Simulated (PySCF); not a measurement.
## What settings do to a single point of Pb2F4

The sound run of Pb2F4 (singlet) uses PySCF 2.14.0, RKS r2SCAN, Pb def2-SVP with ECP60, F def2-SVP; non-relativistic Hamiltonian with scalar-relativistic core potentials where named; density fitting; no spin-orbit coupling, grid (50, 194), threshold 1e-8 Eh and 55 cycles, at the relaxed geometry:

```xyz
6

Pb    0.0000   -0.4659    1.8039
Pb    0.0000   -0.4659   -1.8039
F     1.3282   -0.6688    0.0000
F    -1.3282   -0.6688    0.0000
F     0.0000    1.5819    1.7194
F     0.0000    1.5819   -1.7194
```

There Pb1 has a Mulliken charge of 0.94 e and the dipole about the centre of mass is 5.96 D. Each run below changes one thing and starts from free metal ions and neutral atoms unless it says otherwise; with 55 cycles, smearing, a level shift and second-order steps follow where DIIS fails, and their cycles count. Energy shifts count from the sound run.

```csv
change,outcome,cycles,energy shift (eV),largest force component (eV/Å),charge on Pb1 (e),dipole about the centre of mass (D)
all coordinates × 1.12,converged,13,1.91,2.94,0.96,7.92
"charge changed by -3, spin kept, limit 70 cycles",refused,–,–,–,–,–
"grid (40, 110)",converged,12,-0.0510,0.26,0.94,5.97
threshold 0.001,converged,8,0.0099,0.09,0.95,6.25
```

Task: How does the run with this change end: F4 put 0.8 Å from Pb1, limit 72 cycles?

Result: outcome converged, cycles 21, energy shift (eV) 258.16, largest force component (eV/Å) 990.74, charge on Pb1 (e) 1.53, dipole about the centre of mass (D) 6.37.

Unsound on purpose, so not properties of the compound: F4 put 0.8 Å from Pb1, limit 72 cycles.

Forces carry noise of the integration grid, about 0.01 to 0.03 eV/Å.

No frequency check is given that shows the relaxed geometry to be a minimum.
